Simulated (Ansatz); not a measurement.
Total energies of `C[BH][AlH][OH]`.

Cartesian coordinates in Å:
```
C 0.325 0.345 -1.722
B -0.043 0.849 -0.297
Al -0.671 -0.374 1.331
O 0.552 -1.180 2.206
H 0.182 1.074 -2.523
H 1.422 0.220 -1.635
H -0.064 -0.628 -2.027
H 0.112 2.029 -0.105
H -2.180 -0.598 1.811
H 0.364 -1.737 2.960
```

Total charge 0; spin multiplicity 1. The structure was optimised at the PBE0-D4/def2-TZVP level. It is one conformer, not always the lowest. Basis def2-TZVPP, Ansatz.

RPA on PBE orbitals: Hartree–Fock energy of these orbitals -382.87473 Eh, correlation -1.02313 Eh (frozen core).

```json
{"functional": "B3LYP", "energy without D4 (Eh)": "-384.34033", "D4 term (kJ/mol)": "-22.8"}
{"functional": "ωB97X-V", "energy without D4 (Eh)": "-384.22016", "D4 term (kJ/mol)": "–"}
```

(1) Give the same for LDA (SPW92), PBE, revPBE, BLYP, r2SCAN, B97M-V, PBE0, r2SCANh, r2SCAN0, HSE06 (plane-wave form), BHLYP, CAM-B3LYP, LC-ωPBE, ωB97M-V, B2PLYP, PBE-QIDH. (Estimate.)

B3LYP takes the VWN-RPA correlation (the form of Gaussian; ORCA's B3LYP/G). HSE06 is the plane-wave form, built on full-range PBE exchange. The double hybrids freeze the cores in their second-order part.

Results:

(1) The calculation gave: 
| functional | energy without D4 (Eh) | D4 term (kJ/mol) |
| --- | --- | --- |
| LDA (SPW92) | -382.01099 | – |
| PBE | -383.97548 | -14.2 |
| revPBE | -384.20257 | -42.6 |
| BLYP | -384.25341 | -30.9 |
| r2SCAN | -384.19147 | -3.5 |
| B97M-V | -384.23572 | – |
| PBE0 | -384.01620 | -12.0 |
| r2SCANh | -384.18346 | -3.8 |
| r2SCAN0 | -384.17230 | -4.2 |
| HSE06 (plane-wave form) | -384.00180 | -11.3 |
| BHLYP | -384.23163 | -17.9 |
| CAM-B3LYP | -384.24335 | -12.3 |
| LC-ωPBE | -384.12990 | – |
| ωB97M-V | -384.21739 | – |
| B2PLYP | -384.07081 | – |
| PBE-QIDH | -383.90888 | – |

LC-ωPBE has ω = 0.4 bohr⁻¹.
